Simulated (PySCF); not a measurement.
Excitation energy of Sn⁺ by level of theory

Sn⁺ [Kr] 4d10 5s2 5p1 (2P) → Sn⁺ [Kr] 4d10 5s1 5p1 6s1 (4P), as a difference of total energies. Calculation: PySCF 2.14, in aug-cc-pVTZ-DK3; scalar relativity by spin-free X2C-1e. Correlated levels: valence: [Kr] 4d10 frozen. The calculations carry no spin-orbit coupling.

```
           method  excitation energy (cm⁻¹)
              UHF                     96155
              LDA                    112380
              PBE                    109320
             PBE0                    107570
           r2SCAN                    108010
          wB97X-V                    109410
             BP86                    110360
          wB97M-V                    108380
          r2SCANh                    107630
    MP2 (valence)                    101640
SCS-MP2 (valence)                    103670
```

A first-order spin-orbit estimate (lowest level to lowest level, LS coupling) adds -0.020 eV.

The promoted electron is Rydberg-like, and one or two diffuse shells describe it only roughly, which tends to raise the upper state.
